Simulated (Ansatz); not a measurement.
Cartesian coordinates in Å:
```
O -1.9358 2.1412 -0.2937
C -0.7936 1.8723 -0.0291
Si 0.1548 0.3726 -0.7517
O -0.7429 -0.2336 -1.9855
Sn 0.5646 -1.3165 1.1556
H -0.2277 2.5076 0.6993
H 1.4768 0.8954 -1.2079
H -0.5069 -1.0833 -2.3581
H -0.8852 -1.7109 1.9628
H 1.6704 -0.6875 2.2942
H 1.2256 -2.7574 0.5139
```

Total charge 0; spin multiplicity 1. Sn: def2 effective core potential.

Question: List the ωB97M-V/def2-TZVPP orbital energies in eV (Ansatz). (An estimate is asked.)

Answer: Ansatz gave: Occupied: -1807.92, -526.64, -526.48, -283.85, -148.92, -143.01, -103.06, -103.03, -103.02, -97.56, -97.56, -97.55, -32.38, -31.37, -31.18, -31.17, -31.12, -31.04, -31.04, -20.49, -18.55, -17.44, -15.73, -15.59, -14.60, -14.06, -13.36, -12.47, -11.56, -11.52, -10.14, -9.18. Lowest empty: 0.34, 1.05, 1.41, 1.80, 2.41, 2.58, 2.99, 3.05.
